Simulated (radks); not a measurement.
The numbers below are computed, except where a source is named.
Charge is removed step by step from the 5p down level of the caesium ion Cs3+, starting from [Kr] 4d10 5s2 5p(up 3, down 1). Code: a radial shooting solver on a logarithmic mesh with Libxc functionals. Model: non-relativistic Kohn-Sham, r2SCAN, spin-polarised, spherical densities, point nucleus; meta-GGA in the generalised Kohn-Sham scheme; relativity is left out, which matters for an element this heavy.

removed (e)  E - E(0) (eV)  eigenvalue (eV)  E minus straight line (eV)
0                    0.000          -38.287                       0.000
0.1                  3.878          -39.274                      -0.441
0.2                  7.855          -40.260                      -0.783
0.3                 11.930          -41.245                      -1.027
0.4                 16.104          -42.229                      -1.172
0.5                 20.376          -43.210                      -1.219
0.6                 24.746          -44.188                      -1.168
0.7                 29.213          -45.160                      -1.020
0.8                 33.777          -46.122                      -0.775
0.9                 38.437          -47.068                      -0.434
1                   43.190          -48.002                       0.000

Removing the whole electron costs 43.190 eV by Delta-SCF, against 38.287 eV from minus the eigenvalue at the starting occupation. Slater's transition state (half an electron removed) gives 43.210 eV. Integrating minus the eigenvalue over the occupation (Janak's theorem) gives 43.191 eV. The mean slope of the eigenvalue, de/dn, is 9.72 eV per electron. Ionisation energy of Cs3+ in the NIST Atomic Spectra Database: 43 eV (theoretical).
